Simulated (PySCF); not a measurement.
## W⁶⁸⁺ (tungsten, charge +68) across methods

[He] 2s2 2p2, high-spin 3P determinant. Calculation: PySCF 2.14, in an even-tempered Gaussian basis (18 s from 47 bohr⁻², ratio 2.2; 13 p from 61 bohr⁻², ratio 2.2; 5 d from 230 bohr⁻², ratio 2.4; 5 f from 340 bohr⁻², ratio 2.4; 4 g from 510 bohr⁻², ratio 2.4); the spin-free X2C one-electron Hamiltonian (Gaussian nucleus).

| method | E (hartree) | mean ε 2s α (eV) | mean ε 2s β (eV) | mean ε 2p α (eV) | Σ⟨r²⟩ (bohr²) | ⟨S²⟩ |
| --- | --- | --- | --- | --- | --- | --- |
| PBE0 | -8624.29 | -18669.9 | -18588.1 | -17357.4 | 0.02445 | 2.000 |
| B3LYP | -8624.25 | -18661.1 | -18582.2 | -17349.9 | 0.02445 | 2.000 |
| LDA | -8615.10 | -18609.6 | -18542.0 | -17304.5 | 0.02448 | 2.000 |
| r2SCAN | -8624.37 | -18645.9 | -18564.8 | -17335.0 | 0.02445 | 2.000 |
| PBE | -8624.49 | -18623.7 | -18557.3 | -17314.4 | 0.02446 | 2.000 |
| UHF | -8623.54671 | -18807.6 | -18678.3 | -17485.4 | 0.02445 | 2.000 |
| PBEsol | -8620.74 | -18617.7 | -18550.4 | -17309.6 | 0.02446 | 2.000 |

Spin-orbit coupling is strong in this species (close to jj coupling), so the high-spin LS determinant is a model state, not a physical level.
